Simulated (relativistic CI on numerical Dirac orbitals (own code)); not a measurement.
Computed by Dirac-Coulomb-Breit CI, separate exchange-only KLI orbitals for each configuration, a model potential for QED, unscaled Slater integrals (own radial code, finite nucleus).

The strongest absorption lines from the ground level of an ion, among the configurations computed and to levels below about 4980 eV (vacuum wavelength in Å, gf): 2.5004 (0.25), 3.2364 (0.43), 3.2420 (0.27), 3.2534 (0.18), 3.2723 (0.091), 3.3002 (1.6), 36.412 (0.12), 36.770 (0.17).

**Question.** Which ion is it?
A. Xe49+
B. Pd41+
C. Sn45+
D. Sr33+

**Answer.** B. Pd41+ has 5 electrons and the ground level 2s²2p ²P°1/2; the strongest line goes to 2s²3d ²D3/2. The pattern of lines fixes the number of electrons, and along that sequence the line energies rise steadily with the charge (about as its square where n changes within one kind of shell, about linearly where n is kept but much faster in heavy ions where fine structure, which grows about as Z⁴, sets the gap, and irregularly where shells cross), which fixes Z. Configurations outside the model, such as inner-shell arrays, can give stronger lines. At this charge energies of transitions that change n are usually good to better than 1 %, and those within a shell (Δn = 0) to a few per cent.

LS names give the leading component of a level, which can be under half, so a name can repeat, a term be missing and a line seem to break the LS rules.
